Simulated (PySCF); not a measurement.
C4H5ClSi.

```xyz
11

Cl     0.1193    -2.3493     0.0000
C      0.0597    -0.6045     0.0000
C      1.1454     0.1959     0.0000
Si     0.4874     1.9538     0.0000
C     -1.3053     1.3765     0.0000
C     -1.2883     0.0275     0.0000
H      2.1626    -0.1952     0.0000
H      0.8641     2.7389    -1.2110
H      0.8641     2.7389     1.2110
H     -2.2368     1.9458     0.0000
H     -2.1734    -0.6154     0.0000
```

The structure is a stationary point at B3LYP-D3(BJ)/def2-SVP.

Computed with PBE/pcSseg-1 (PySCF). Non-relativistic, no solvent.

Computed absolute GIAO shielding of each atom: isotropic value and principal components (ppm):
```csv
atom,σ(iso),σ11,σ22,σ33,span
Cl1,609.7,343.0,565.3,920.9,577.9
C2,20.1,-80.7,58.7,82.3,163.0
C3,59.1,-35.3,58.6,154.0,189.4
Si4,376.7,308.3,381.3,440.5,132.2
C5,46.4,-60.6,33.6,166.1,226.7
C6,20.5,-88.1,39.1,110.6,198.7
H7,25.3,23.9,24.1,28.0,4.1
H8,26.4,23.5,24.2,31.5,8.0
H9,26.4,23.5,24.2,31.5,8.0
H10,24.8,23.8,24.8,25.9,2.1
H11,24.3,22.5,22.6,27.8,5.3
```
